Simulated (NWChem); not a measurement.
System: CH4OSi; SMILES C([SiH3])=O

NWChem input:

```
start job
memory heap 200 mb stack 900 mb global 1100 mb
geometry units angstroms noautoz
  O     -0.344755    -1.686678     0.000000
  C      0.483270    -0.811339     0.000000
  Si    -0.064650     1.047660     0.000000
  H      1.579469    -1.071779     0.000000
  H     -0.889616     1.283848     1.219817
  H     -0.889616     1.283848    -1.219817
  H      1.123539     1.952976     0.000000
end
basis spherical
  * library def2-svp
end
dft
  xc mn15
  grid xfine
  iterations 150
  mulliken
end
task dft gradient
```

Output (shortened):

```
             Northwest Computational Chemistry Package (NWChem) 7.3.0
             --------------------------------------------------------

 CS  symmetry detected

                             Geometry "geometry" -> ""
                             -------------------------

 Output coordinates in angstroms (scale by  1.889725989 to convert to a.u.)

  No.       Tag          Charge          X              Y              Z
 ---- ---------------- ---------- -------------- -------------- --------------
    1 O                    8.0000    -0.33202643    -1.68260885     0.00000000
    2 C                    6.0000     0.48671581    -0.79858118     0.00000000
    3 Si                  14.0000    -0.08079003     1.05453261     0.00000000
    4 H                    1.0000     1.58560197    -1.04743948     0.00000000
    5 H                    1.0000    -0.90820238     1.28200234     1.21981700
    6 H                    1.0000    -0.90820238     1.28200234    -1.21981700
    7 H                    1.0000     1.09777983     1.97233610     0.00000000

 Effective nuclear repulsion energy (a.u.)      96.3395389194

      Symmetry information
      --------------------

 Group name             Cs
 Group number              2
 Group order               2
 No. of unique centers     6

                                 NWChem DFT Module
                                 -----------------

 Summary of "ao basis" -> "ao basis" (spherical)
 ------------------------------------------------------------------------------
       Tag                 Description            Shells   Functions and Types
 ---------------- ------------------------------  ------  ---------------------
 O                          def2-svp                 6       14   3s2p1d
 C                          def2-svp                 6       14   3s2p1d
 Si                         def2-svp                 8       18   4s3p1d
 H                          def2-svp                 3        5   2s1p

      Symmetry analysis of basis
      --------------------------

        a'         46
        a"         20

            General Information
            -------------------
          SCF calculation type: DFT
          Wavefunction type:  closed shell.
          No. of atoms     :     7
          No. of electrons :    32
           Alpha electrons :    16
            Beta electrons :    16
          Charge           :     0
          Spin multiplicity:     1
          Use of symmetry is: on ; symmetry adaption is: on
          Maximum number of iterations: 150
          AO basis - number of functions:    66
                     number of shells:    32
          Convergence on energy requested:  1.00D-06
          Convergence on density requested:  1.00D-05
          Convergence on gradient requested:  5.00D-04

              XC Information
              --------------
                         MN15 Method XC Functional
                     Hartree-Fock (Exact) Exchange  0.440
                          MN15 Exchange Functional  1.000
                        MN15 Correlation Potential  1.000

             Grid Information
             ----------------
          Grid used for XC integration:  xfine
          Radial quadrature: Mura-Knowles
          Angular quadrature: Lebedev.
          Tag              B.-S. Rad. Rad. Pts. Rad. Cut. Ang. Pts.
          ---              ---------- --------- --------- ---------
          O                   0.60      100          11.0      1454
          C                   0.70      100          10.0      1454
          Si                  1.10      125          10.0      1454
          H                   0.35      100          11.0      1202
          Grid pruning is: on
          Number of quadrature shells:   625
          Spatial weights used:  Erf1

      Superposition of Atomic Density Guess
      -------------------------------------

 Sum of atomic energies:        -403.05162477

      Non-variational initial energy
      ------------------------------

 Total energy =    -404.053512
 1-e energy   =    -747.075557
 2-e energy   =     246.682506
 HOMO         =      -0.275608
 LUMO         =      -0.057176

      Symmetry analysis of molecular orbitals - initial
      -------------------------------------------------

  Numbering of irreducible representations:

     1 a'          2 a"

  Orbital symmetries:

     1 a'          2 a'          3 a'          4 a'          5 a'
     6 a"          7 a'          8 a'          9 a'         10 a'
    11 a'         12 a"         13 a'         14 a"         15 a'
    16 a'         17 a"         18 a'         19 a'         20 a'
    21 a"         22 a'         23 a'         24 a'         25 a"
    26 a'

     ---------------------------------------------
      Total Density - Mulliken Population Analysis
     ---------------------------------------------

[...]

                         DFT ENERGY GRADIENTS

    atom               coordinates                        gradient
                 x          y          z           x          y          z
   1 O      -0.627439  -3.179670   0.000000    0.005428   0.005270   0.000000
   2 C       0.919760  -1.509100   0.000000   -0.006163  -0.009594   0.000000
   3 Si     -0.152671   1.992778   0.000000    0.001158  -0.001014   0.000000
   4 H       2.996353  -1.979374   0.000000    0.001541  -0.000096   0.000000
   5 H      -1.716254   2.422633   2.305120   -0.003277   0.000855   0.004706
   6 H      -1.716254   2.422633  -2.305120   -0.003277   0.000855  -0.004706
   7 H       2.074503   3.727175   0.000000    0.004590   0.003724   0.000000
```

Level: MN15/def2-SVP. Geometry: optimised at PBE0/def2-SVP.
